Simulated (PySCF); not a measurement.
CH5F2NSi2, SMILES F[SiH2]/N=C/[SiH2]F.

Geometry optimised at TPSSh-D3(BJ)/def2-SVP. The structure was generated by enumeration; whether it is a known compound was not checked. The values are those of a single conformer.

These are PBE/def2-TZVP run with PySCF values and carry that method's errors.

Gas-phase values at a fixed geometry.

Computed frontier levels, gap, dipole moment and polarisability:
```
Property                                                                                                       Result
---------------------------------------------------------------------------------------------  ----------------------
highest occupied level                                                                                       -6.06 eV
lowest empty level                                                                                           -3.00 eV
orbital gap                                                                                                   3.05 eV
dipole moment                                                                                                  0.93 D
quadrupole, principal values (traceless, Buckingham form, about the centre of nuclear charge)   -4.34, 0.20, 4.13 D·Å
mean static polarisability                                                                      72.9 bohr³ (10.81 Å³)
polarisability, principal values                                                               57.2, 62.9, 98.7 bohr³
```
